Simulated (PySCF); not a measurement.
C₄H₆BF, SMILES C#CB(F)CC. Atoms are numbered in the order given.

```xyz
12

C     -1.2567     2.1308     0.0000
C     -0.3821     1.2666     0.0000
B      0.6499     0.1282     0.0000
F      1.9519     0.4662     0.0000
C      0.2697    -1.3972     0.0000
C     -1.2195    -1.7531     0.0000
H     -2.0165     2.9019     0.0000
H      0.7928    -1.8505     0.8753
H      0.7928    -1.8505    -0.8753
H     -1.7340    -1.3362    -0.8894
H     -1.3862    -2.8491     0.0000
H     -1.7340    -1.3362     0.8894
```
Charge 0, spin multiplicity 1.

Geometry optimised at PBE-D3(BJ)/def2-SVP. This is a generated structure with no PubChem entry under its InChIKey; it may be hypothetical. The values are those of a single conformer.

Computed with PBE/def2-TZVP in PySCF.

Gas-phase values at a fixed geometry.

* **total energy**: -280.49153 hartree
* **point group**: Cs
* **highest occupied level**: -7.07 eV
* **lowest empty level**: -2.51 eV
* **orbital gap**: 4.56 eV
* **dipole moment**: 0.315 e·Å
* **quadrupole, principal values (traceless, Buckingham form, about the centre of nuclear charge)**: -7.74, -0.84, 8.58 D·Å
* **mean static polarisability**: 61.4 bohr³ (9.09 Å³)
* **polarisability, principal values**: 44.8, 57.0, 82.2 bohr³
